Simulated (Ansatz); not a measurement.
Stepwise reaction of `O[SiH](O)O` with hydrogen fluoride, as a gas-phase model of exchange steps in deposition or etching. ΔE in kJ/mol; ΔG adds harmonic PBE0-D4 terms to CCSD(T)/CBS, at 1 bar.

Computed with Ansatz on PBE0-D4/def2-TZVP structures; ΔE is electronic, products minus reactants. CBS: MP2 limit from def2 TZ/QZ plus the TZ coupled-cluster correction, frozen cores. This one scheme is used for every species. DFT in def2-TZVPP. B3LYP here is the variant with VWN-RPA as its local correlation; programs differ in this. Each species was taken in one conformer, which may not be the lowest.

```tsv
step	reaction	PBE-D4	B3LYP-D4	ωB97M-V	CCSD(T)/CBS	ΔG(400 K)
2	`O[SiH](O)F` + H–F → `O[SiH](F)F` + H₂O	-39.5	-41.8	-41.5	-41.6	-42.4
3	`O[SiH](F)F` + H–F → `F[SiH](F)F` + H₂O	-34.0	-35.6	-35.6	-36.5	-32.8
```

(1) Give the row of step 1, `O[SiH](O)O` + H–F → `O[SiH](O)F` + H₂O. (An estimate is asked.)

(2) By hand: ΔE of the 3 steps together at CCSD(T)/CBS.

Results:

(1) Ansatz gave: 
```
step                                 reaction  PBE-D4  B3LYP-D4  ωB97M-V  CCSD(T)/CBS  ΔG(400 K)
   1  `O[SiH](O)O` + H–F → `O[SiH](O)F` + H₂O   -43.0     -45.6    -45.1        -44.6      -46.2
```

(2) (-44.6) + (-41.6) + (-36.5) = -122.7 kJ/mol, or -40.9 kJ/mol a step.

In ΔE each step is higher than the one before. All are downhill at CCSD(T)/CBS. ΔG lies between -46.2 and -32.8 kJ/mol a step. PBE-D4 differs from CCSD(T)/CBS by 1.6 to 2.5 kJ/mol a step. Isolated molecules leave out the surface, adducts and barriers. Largest T1 diagnostic: 0.012.
